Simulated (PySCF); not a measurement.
Core-level binding energies of `F[Si@H](CCl)O[SiH3]`

Compound: CH6ClFOSi2.
Structure used (PBE0-D3(BJ)/def2-SVP), in Å, numbered top down from 1:
```xyz
12
CH6ClFOSi2 angstrom
F     -1.021   -2.130   -1.190
Si    -0.537   -1.225    0.064
C     -1.757    0.193    0.205
Cl    -1.146    1.318    1.461
O      0.957   -0.646   -0.254
Si     1.937    0.700   -0.321
H     -0.527   -2.085    1.268
H     -2.761   -0.142    0.506
H     -1.851    0.751   -0.738
H      2.336    1.110    1.055
H      1.224    1.821   -1.001
H      3.147    0.334   -1.107
```

Theory: PySCF, delta-SCF UKS SCAN, pcX-2 on the ionised atom, pcseg-1 elsewhere, spin-free X2C. Each binding energy is the total energy of the core-ionised species, with the hole localised on one atom, minus that of the ground state; both are solved self-consistently, so orbital relaxation is included.

Problem. Give the core binding energies atom by atom.

Solution. 
```csv
atom(s),bonded to,level,binding energy (eV),2p1/2 (eV),above the level's lowest (eV),count
Cl4,C,Cl 1s,2829.01,–,0.00,1
Si2,"F, O, C and H",Si 1s,1848.74,–,+0.98,1
Si6,O and 3 H,Si 1s,1847.76,–,0.00,1
F1,Si,F 1s,692.51,–,0.00,1
O5,2 Si,O 1s,538.38,–,0.00,1
C3,"Cl, 2 H and Si",C 1s,292.19,–,0.00,1
Cl4,C,Cl 2p3/2,206.40,208.06,0.00,1
Si2,"F, O, C and H",Si 2p3/2,108.59,109.21,+0.74,1
Si6,O and 3 H,Si 2p3/2,107.85,108.48,0.00,1
```

Lowest listed Si 1s: Si6, bonded to O and 3 H. Highest, 0.98 eV above it: Si2, bonded to F, O, C and H.

Lowest listed Si 2p3/2: Si6, bonded to O and 3 H. Highest, 0.74 eV above it: Si2, bonded to F, O, C and H.

Problem. Which effective nuclear charge Zeff reproduces each element's mean 1s value in the hydrogen-like formula E = 13.606 eV × Zeff²?

Solution. C (Z = 6): mean 292.2 eV, Zeff = 4.63, Z − Zeff = 1.37; O (Z = 8): mean 538.4 eV, Zeff = 6.29, Z − Zeff = 1.71; F (Z = 9): mean 692.5 eV, Zeff = 7.13, Z − Zeff = 1.87; Si (Z = 14): mean 1848.2 eV, Zeff = 11.66, Z − Zeff = 2.34; Cl (Z = 17): mean 2829.0 eV, Zeff = 14.42, Z − Zeff = 2.58. Means run over the listed sites, weighted by atom count.

2p3/2 and 2p1/2 are the ΔSCF energy of one spin-free 2p hole plus the eigenvalues of a spin–orbit and ligand-field matrix of the shell. 2p1/2 minus 2p3/2 (ligand field included): Si 0.63 eV, Cl 1.65 eV. Geometry: PBE0-D3(BJ)/def2-SVP, one conformer, isolated molecule.
